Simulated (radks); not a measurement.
Eu50+, configuration [Ne] 3s2 3p1 (the NIST ground configuration).

Method: non-relativistic Kohn-Sham, TPSS, spin-polarised, spherical densities, point nucleus; open shells are filled with parallel spins first (spin-orbit coupling, left out, can overturn this in heavy ions); meta-GGA in the generalised Kohn-Sham scheme; relativity is left out, which matters for an element this heavy; computed with a radial shooting solver on a logarithmic mesh with Libxc functionals.

Energy parts (eV):
part                      energy
total                 -214781.72
kinetic                214766.73
electron-nucleus      -448065.50
Hartree                 21659.16
exchange-correlation    -3142.11

Orbitals (lengths in bohr, moments of r in powers of bohr; r(max) is where P^2 peaks):
| orbital | occ. | eigenvalue (eV) | <r> | r(max) |
|---|---|---|---|---|
| 1s up | 1 | -49145.37 | 0.02406 | 0.01596 |
| 1s down | 1 | -49142.27 | 0.02406 | 0.01596 |
| 2s up | 1 | -10595.97 | 0.1009 | 0.08678 |
| 2s down | 1 | -10593.77 | 0.1009 | 0.08679 |
| 2p up | 3 | -10283.37 | 0.08556 | 0.06752 |
| 2p down | 3 | -10280.04 | 0.08555 | 0.06754 |
| 3s up | 1 | -4363.103 | 0.2383 | 0.2275 |
| 3s down | 1 | -4349.142 | 0.2386 | 0.2277 |
| 3p up | 1 | -4248.525 | 0.2255 | 0.2135 |
| 3p down | 0 | -4234.605 | 0.2257 | 0.2136 |

The highest occupied level is 3p up at -4248.5 eV. Spin moment in Bohr magnetons: 1. The density falls to 0.001 e/bohr^3 at r = 0.65 bohr. The electron density at the nucleus is 1.787e+05 e/bohr^3. Summed over all electrons, <r^2> = 0.2660 bohr^2, which gives a Langevin (diamagnetic) susceptibility term of -0.211 x 10^-6 cm^3/mol.
